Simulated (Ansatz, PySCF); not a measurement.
Gas-phase reaction (SMILES): FB(F)F [trifluoroborane] -> F[B]F + F atom; the B-F bond at the site shown breaks (other sites are not compared here).

Structures are relaxed separately at B3LYP-D3(BJ)/def2-TZVP in Ansatz (a quantum-chemistry and plane-wave program). Valence correlation only, unless marked. Open shells are spin-unrestricted. Spin-orbit coupling is left out. No relativistic terms. CBS marks a two-point X^-3 extrapolation of the correlation energy; Hartree-Fock from the larger set. Thermal terms are rigid-rotor harmonic-oscillator values from B3LYP-D3(BJ) frequencies (PySCF) at 298.15 K and 1 atm. 1 Eh = 627.5095 kcal/mol. Atoms have translation alone.

```json
[
 {"species": "FB(F)F", "E, CCSD(T)/CBS(cc-pVTZ,cc-pVQZ) (Ansatz) (Eh)": "-324.34859", "E, PBE/def2-TZVPD (Ansatz) (Eh)": "-324.38659", "H - E (Eh)": "0.01684"},
 {"species": "F[B]F", "E, CCSD(T)/CBS(cc-pVTZ,cc-pVQZ) (Ansatz) (Eh)": "-224.40501", "E, PBE/def2-TZVPD (Ansatz) (Eh)": "-224.44426", "H - E (Eh)": "0.01107"},
 {"species": "F atom", "E, CCSD(T)/CBS(cc-pVTZ,cc-pVQZ) (Ansatz) (Eh)": "-99.66606", "E, PBE/def2-TZVPD (Ansatz) (Eh)": "-99.67049", "H - E (Eh)": "0.00236"}
]
```

Problem. Work out ΔE and ΔH at 298.15 K at the first level, then ΔH at the second.

Solution. 
1. ΔE = [(-224.40501) + (-99.66606)] - [(-324.34859)] = 0.27752 Eh = 174.1 kcal/mol at CCSD(T)/CBS(cc-pVTZ,cc-pVQZ).
2. The terms H - E add up to -0.00341 Eh, so ΔH = (0.27752 + (-0.00341))×627.5095 = 172.0 kcal/mol.
3. At PBE/def2-TZVPD the same steps give ΔE = 170.6 and ΔH = 168.4 kcal/mol, a shift of -3.6 from the first level.
4. These values are not checked against measurement here, since the tables used lack a sound gas-phase enthalpy of formation for at least one species.
